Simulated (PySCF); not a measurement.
## Nuclear quadrupole coupling in `C#C[P@@](=O)(C=C)/C=C/C`

Compound: C₇H₉OP.
Geometry (PBE0-D3(BJ)/def2-SVP, Å), atoms numbered from 1 in this order:
```xyz
18
C7H9OP angstrom
C      1.616    3.094    0.196
C      1.225    1.973   -0.059
P      0.659    0.337   -0.476
O      0.739   -0.017   -1.927
C      1.676   -0.711    0.583
C      2.377   -1.690    0.011
C     -1.007    0.303    0.196
C     -2.013   -0.038   -0.618
C     -3.450   -0.120   -0.239
H      1.964    4.088    0.417
H      1.694   -0.524    1.663
H      3.008   -2.367    0.595
H      2.330   -1.830   -1.075
H     -1.169    0.568    1.248
H     -1.748   -0.276   -1.657
H     -3.618    0.134    0.817
H     -4.052    0.560   -0.865
H     -3.840   -1.135   -0.424
```

Field gradients from the PBE0/pcSseg-1 density (PySCF, non-relativistic), principal values in atomic units, ordered |Vxx| ≤ |Vyy| ≤ |Vzz|:

| atom | Vxx | Vyy | Vzz |
| --- | --- | --- | --- |
| O4 | -0.4794 | -0.5452 | 1.0246 |

Problem. Find the asymmetry η = (Vxx − Vyy)/Vzz and the couplings χ = eQV/h (234.96 MHz × Q in barn × V in au), with Q(17O) = −0.0256 b.

Solution. 
```csv
atom,environment,nucleus,η,χzz (MHz),χxx (MHz),χyy (MHz)
O4,phosphoryl oxygen,17O,0.06,-6.16,2.88,3.28
```

The tensor is traceless: Vxx + Vyy + Vzz = 0.

Problem. What is Vzz at O4 in SI units (1 au = 9.71736 × 10²¹ V/m²)?

Solution. 1.0246 au = 9.956 × 10²¹ V/m².

Problem. What couplings would deuterons (Q(2H) = 0.00286 b) have in place of the hydrogens, at this geometry?

Solution. 
```csv
atom,bonded to,bond length (Å),Vzz (au),η,χzz (kHz)
H10,C1,1.076,0.3365,0.00,226
H11,C5,1.096,0.3015,0.06,203
H12,C6,1.094,0.3030,0.02,204
H13,C6,1.095,0.2915,0.03,196
H14,C7,1.096,0.3016,0.08,203
H15,C8,1.099,0.2822,0.04,190
H16,C9,1.099,0.2925,0.04,197
H17,C9,1.103,0.2876,0.03,193
H18,C9,1.103,0.2876,0.03,193
```

The structure is a single PBE0-D3(BJ)/def2-SVP conformer in the gas phase; no vibrational or solvent corrections. The small basis limits the accuracy of the gradients.
